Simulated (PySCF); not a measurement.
How the method changes the constants of ZnBi

State: ⁴Σ⁻ (quartet), unpaired electrons σ ↑, π ↑↑. Set-up: PySCF, scalar-relativistic core potentials, basis sets Zn cc-pVDZ-PP with ECP10, Bi cc-pVDZ-PP with ECP60. De refers to Zn + Bi in their high-spin ground configurations, without counterpoise correction. The functionals are run spin-unrestricted. A positive dipole means Zn(−)Bi(+). Levels whose curve was spin-contaminated or gave no clean fit are not listed.

```
  Level  Re (Å)  ωe (cm⁻¹)  De (eV)  μ (D)  CPU s a point (SCF and correlation, without the integrals)
    PBE   2.911      100.0    0.320   0.24                                                         1.3
   TPSS   2.876        105    0.336   0.13                                                         1.8
 r²SCAN   2.846        112    0.364   0.18                                                         1.8
r²SCANh   2.854        109    0.337   0.11                                                           2
   PBE0   2.903       98.2    0.260   0.07                                                         2.1
    M06   2.975       88.0    0.317   0.41                                                           2
```

(1) What does a quarter of exact exchange do here, going from PBE to PBE0?

(2) What does the step from GGA to meta-GGA do here, going from PBE to r²SCAN?

The bond is weak. Basis-set superposition, not corrected here, can be much of De in a small basis, most of all at correlated wavefunction levels. Functionals without a dispersion term scatter widely for such bonds, and LDA overbinds them. These are scalar-relativistic numbers at best; spin–orbit coupling would shift them, the dissociation energy most. The state was picked by a PBE0 search and need not be the measured ground state.

The whole job (state search and all levels along the bond) took about 7.9 min on 1 thread of Arm Neoverse N1 (shared host), peak memory 0.85 GiB.

## Answers

(1) PBE0 less PBE: -0.8 pm in Re, -1.8 % in ωe, -0.06 eV in De. Exact exchange removes part of the self-interaction that spreads semilocal densities, and in most molecules shortens and stiffens the bond and lowers De; here ωe goes the other way.

(2) r²SCAN less PBE: -6.5 pm in Re, +12.0 % in ωe, +0.04 eV in De.
